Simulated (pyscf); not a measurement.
Structures and frequencies: ωB97X-D3(BJ)/def2-SVP in PySCF. Correlated levels are frozen-core, on RHF or UHF. ΔMP2 is the change of the MP2 total energy from the triple- to the quadruple-zeta basis.

SMILES: C(C[SiH3])Cl
```xyz
11

Si    -1.1423    -0.4144    -2.1564
C     -0.5020     1.2163    -1.4440
C      0.9872     1.1954    -1.1458
Cl     1.5545     2.7594    -0.4755
H     -2.6047    -0.3070    -2.4273
H     -0.4309    -0.7348    -3.4298
H     -0.9041    -1.5280    -1.1902
H     -0.7275     2.0266    -2.1574
H     -1.0630     1.4442    -0.5222
H      1.5810     1.0090    -2.0522
H      1.2428     0.4252    -0.4040
```

Q: What is the homolytic dissociation enthalpy (298 K, CCSD(T)/def2-TZVPP + ΔMP2(QZVPP)) of the C–C bond of H₃Si–CH₂–CH₂–Cl, to •H₂C–SiH₃ + •H₂C–Cl?

A: C–C to •H₂C–SiH₃ + •H₂C–Cl: 357.2 kJ/mol. H₃Si–CH₂–CH₂–Cl lies 158.4 kJ/mol over its isomer H₃C–CH₂–SiH₂–Cl, and others may lie lower still (electronic energy, ωB97M-D3(BJ)). •H₂C–SiH₃ lies 44.3 kJ/mol over its isomer H₃C–SiH₂•, and others may lie lower still (electronic energy, ωB97M-D3(BJ)). The CCSD(T) − MP2 part came from Ansatz, without density fitting, on the same reference.
